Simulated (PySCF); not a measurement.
SiF2Cl, SMILES F[Si](F)Cl, multiplicity 2.

The structure is a stationary point at B3LYP-D3(BJ)/def2-SVP.

These are PySCF with B3LYP-D3(BJ)/def2-SVP values and carry that method's errors.

Frequencies are harmonic and unscaled.

```json
[
 {"mode": "1", "ν (cm⁻¹)": "205", "IR (km/mol)": "3.5", "moving atoms (share of kinetic energy)": "F 62 %, Cl 22 %, Si 15 %"},
 {"mode": "2", "ν (cm⁻¹)": "253", "IR (km/mol)": "9.8", "moving atoms (share of kinetic energy)": "F 66 %, Cl 27 %"},
 {"mode": "3", "ν (cm⁻¹)": "339", "IR (km/mol)": "32.0", "moving atoms (share of kinetic energy)": "F 57 %, Si 37 %"},
 {"mode": "4", "ν (cm⁻¹)": "545", "IR (km/mol)": "106.0", "moving atoms (share of kinetic energy)": "Si 56 %, Cl 38 %"},
 {"mode": "5", "ν (cm⁻¹)": "865", "IR (km/mol)": "139.9", "moving atoms (share of kinetic energy)": "F 62 %, Si 38 %"},
 {"mode": "6", "ν (cm⁻¹)": "941", "IR (km/mol)": "137.8", "moving atoms (share of kinetic energy)": "F 53 %, Si 47 %"}
]
```
